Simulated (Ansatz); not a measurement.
HBN, doublet, at a GFN2-xTB geometry. Base run: Ansatz (a quantum-chemistry and plane-wave program) with B3LYP/6-31G*.

Input for Ansatz:
Ansatz 0.2 input:
```yaml
crystal:
  periodic: [false, false, false]
  atoms:
    - {symbol: B, position_ang: [-0.00000000, -0.00000000, -0.57858715]}
    - {symbol: N, position_ang: [0.00000000, 0.00000000, 0.65947657]}
    - {symbol: H, position_ang: [-0.00000000, -0.00000000, -1.72340024]}
basis:
  gaussian:
    orbitals: 6-31G*
hamiltonian:
  xc: b3lyp
magnetization: {spin_polarized: true, initial_magnetization: 1}
```

The base run was repeated with changes; each row names its change, and settings that it needs were set with it.

```
change                                                            ΔE vs base (mEh)
----------------------------------------------------------------  ----------------
base                                                                         0.000
lower_state_search = off                                                     0.000
fitting.mean_field = cc-pVTZ-JKFIT                                           0.004
nuclear_model = gaussian                                                     0.008
accuracy = high                                                              0.000
forces = on                                                                  0.000
final_grid = 10, 20, 41                                                      0.000
lower_state_search = light                                                   0.000
final_grid = 6, 12, 29                                                       0.001
point_charge = charge:0.5 position_ang:-3.1063, -2.4621, -1.9573             1.912
lower_state_search = full                                                    0.000
```
